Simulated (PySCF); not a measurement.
**Do core-level shifts follow atomic charges?**

Species: C7H10AlN.
SMILES with atom numbers: `[CH2:1]=[CH:2][c:3]1[cH:4][cH:5][cH:6][n+:7]([AlH3-:8])[cH:9]1`

Binding energies: delta-SCF UKS SCAN, pcX-2 on the ionised atom, pcseg-1 elsewhere, spin-free X2C (PySCF 2.14.0). Charges: PBE0/pcSseg-1 ground-state density, for the ionised atom.

```json
{"atom": "C1", "environment": "terminal =CH2 carbon", "C 1s (eV)": "290.63", "Mulliken (e)": "-0.117", "IAO (e)": "-0.284", "Hirshfeld (e)": "-0.079", "ESP (e)": "-0.351"}
{"atom": "C4", "environment": "aromatic CH carbon", "C 1s (eV)": "291.31", "Mulliken (e)": "+0.072", "IAO (e)": "-0.098", "Hirshfeld (e)": "-0.010", "ESP (e)": "-0.037"}
{"atom": "C5", "environment": "aromatic CH carbon", "C 1s (eV)": "291.38", "Mulliken (e)": "-0.174", "IAO (e)": "-0.155", "Hirshfeld (e)": "-0.033", "ESP (e)": "-0.327"}
{"atom": "C3", "environment": "substituted aromatic carbon", "C 1s (eV)": "291.63", "Mulliken (e)": "-0.360", "IAO (e)": "-0.008", "Hirshfeld (e)": "+0.008", "ESP (e)": "+0.184"}
{"atom": "C9", "environment": "aromatic CH next to a ring nitrogen", "C 1s (eV)": "291.81", "Mulliken (e)": "+0.391", "IAO (e)": "+0.008", "Hirshfeld (e)": "+0.055", "ESP (e)": "0.000"}
{"atom": "C6", "environment": "aromatic CH next to a ring nitrogen", "C 1s (eV)": "291.87", "Mulliken (e)": "+0.291", "IAO (e)": "+0.013", "Hirshfeld (e)": "+0.057", "ESP (e)": "+0.185"}
```

Q: How well does each charge scheme correlate with the binding energies over these sites?

A: IAO: r = 0.97, slope 3.8 eV per e; Hirshfeld: r = 0.95, slope 8.3 eV per e; ESP: r = 0.79, slope 1.5 eV per e; Mulliken: r = 0.45, slope 0.7 eV per e. On 6 points no scheme stands out.

Q: The point-charge model writes a binding energy as kq + V + constant, with V the potential of the other atoms' charges at the site. What does it give with the ESP charges?

A: V = Σ 14.40 eV Å × q/r over all other atoms: +4.27 eV at C1, +1.27 eV at C4, +4.92 eV at C5, -2.09 eV at C3, +0.83 eV at C9, -2.23 eV at C6. Fitting binding energy − V to q gives k = 14.2 eV per e and leaves an rms residual of 0.29 eV, against 0.26 eV for the fit on q alone. The model has no term for differences in relaxation between sites.

The unrestricted hole states depart most from a pure doublet (⟨S²⟩ = 0.75; over 0.85 named) for C 1s of C1 (0.85), C 1s of C4 (0.88), C 1s of C5 (0.88) and C 1s of C3 (0.90), which makes these values less certain. One conformer (not necessarily the lowest) at the PBE0-D3(BJ)/def2-SVP geometry, without solvent, vibrations or thermal averaging.

The values belong to the conformer `[CH2:1]=[CH:2][c:3]1[cH:4][cH:5][cH:6][n+:7]([AlH3-:8])[cH:9]1`: C1–C2–C3–C4 0°.
